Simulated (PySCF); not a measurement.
Two species compared at the same levels of theory.

First species: C₆H₁₂Si.
SMILES with atom numbers: `[CH3:1]/[CH:2]=[CH:3]\[CH:4]=[CH:5]/[CH2:6][SiH3:7]` (hydrogens: H8, H9, H10 on C1; H11 on C2; H12 on C3; H13 on C4; H14 on C5; H15, H16 on C6; H17, H18, H19 on Si7)

Second species: C7H8O2S.
Structure used (GFN2-xTB), in Å, numbered top down from 1:
```xyz
18
C7H8O2S angstrom
C      3.6360   -0.0873   -0.5310
C      2.4541    0.0235   -0.3504
C      1.0549    0.1187   -0.1327
C      0.4692    1.3112   -0.0689
S     -1.2883    1.5126    0.1549
O     -1.5454    1.8091    1.5390
O     -1.7579    2.4521   -0.8268
C     -1.9270   -0.1484   -0.2083
C     -1.0554   -1.0906    0.5950
C      0.3426   -1.1992   -0.0065
H      4.6703   -0.1680   -0.6892
H      1.0110    2.2357   -0.1685
H     -1.8542   -0.3000   -1.2816
H     -2.9669   -0.1676    0.1057
H     -0.9898   -0.6949    1.6114
H     -1.5038   -2.0858    0.6445
H      0.2837   -1.6505   -1.0035
H      0.9580   -1.8643    0.6053
```

Levels: PBE0/pcSseg-1 for HOMO energy, LUMO energy and HOMO–LUMO gap. Geometries: GFN2-xTB. Each species is one conformer at its optimised geometry, gas phase, non-relativistic unless stated. Electronic properties by PySCF.

The conformers computed, where there is a choice (atom-mapped SMILES and torsion angles):
- `[CH3:1]/[CH:2]=[CH:3]\[CH:4]=[CH:5]/[CH2:6][SiH3:7]`: C2–C3–C4–C5 177°, C4–C5–C6–Si7 -89°

The conformers of `C#CC1=CS(=O)(=O)CCC1` aren't listed.

```csv
property,column X,column Y
HOMO energy,-7.66 eV,-6.14 eV
LUMO energy,-1.73 eV,-0.62 eV
HOMO–LUMO gap,5.93 eV,5.52 eV
```

(1) Which column belongs to which species?

(2) How does each property change from the first species to the second?

Results:

(1) Column X is the second species and column Y the first. The first has 19 atoms and 62 electrons, the second 18 and 82.

(2) HOMO energy -1.52 eV; LUMO energy -1.11 eV; HOMO–LUMO gap +0.41 eV.

